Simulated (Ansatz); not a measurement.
fac-TiF3(H2O)3 (TiO₃F₃H₆). The state is a doublet with charge 0. Geometry PBE-D4/def2-SVP.

Cartesian coordinates in Å:
```
F -0.767 1.856 0.453
F -1.738 -1.101 0.118
F 0.423 -0.362 1.969
O 0.846 -1.818 -0.090
O 1.752 0.950 0.221
O -1.159 0.589 -1.820
Ti -0.355 0.083 0.272
H 0.092 -2.437 -0.172
H 1.015 -1.798 0.887
H 1.814 0.639 1.160
H 1.506 1.894 0.317
H -1.472 1.485 -1.571
H -1.956 0.022 -1.744
```

LC-ωPBE has ω = 0.4 bohr⁻¹. Another isomer (doublet) lies 0.06 eV lower at PBE0-D4/def2-TZVP; other spin states weren't run for this one.

(1) Estimate the α-spin orbital energies around the gap (eV) in Ansatz with r2SCAN-D4/def2-TZVP, r2SCANh-D4/def2-TZVP, PBE0-D4/def2-SVP, r2SCAN0-D4/def2-TZVP, LC-ωPBE/def2-TZVP.

## Answers

(1) 
| orbital | r2SCAN-D4/def2-TZVP | r2SCANh-D4/def2-TZVP | PBE0-D4/def2-SVP | r2SCAN0-D4/def2-TZVP | LC-ωPBE/def2-TZVP |
| --- | --- | --- | --- | --- | --- |
| HOMO−5 | -9.37 | -10.11 | -10.49 | -11.23 | -13.85 |
| HOMO−4 | -9.06 | -9.78 | -10.11 | -10.87 | -13.40 |
| HOMO−3 | -8.80 | -9.52 | -9.90 | -10.61 | -13.14 |
| HOMO−2 | -8.59 | -9.31 | -9.68 | -10.41 | -12.95 |
| HOMO−1 | -8.53 | -9.23 | -9.59 | -10.31 | -12.84 |
| HOMO | -3.87 | -4.77 | -5.52 | -6.17 | -8.79 |
| LUMO | -2.44 | -1.95 | -1.06 | -1.19 | 1.20 |
| LUMO+1 | -2.28 | -1.79 | -0.95 | -1.06 | 1.23 |
| LUMO+2 | -0.84 | -0.37 | -0.07 | 0.14 | 1.71 |
| LUMO+3 | -0.50 | -0.22 | 0.58 | 0.38 | 2.70 |
| LUMO+4 | -0.36 | 0.10 | 0.95 | 0.85 | 2.99 |
| LUMO+5 | 0.67 | 0.97 | 1.70 | 1.40 | 3.23 |
| β HOMO | -8.52 | -9.23 | -9.58 | -10.32 | -12.85 |
| β LUMO | -1.87 | -1.36 | -0.54 | -0.60 | 1.38 |
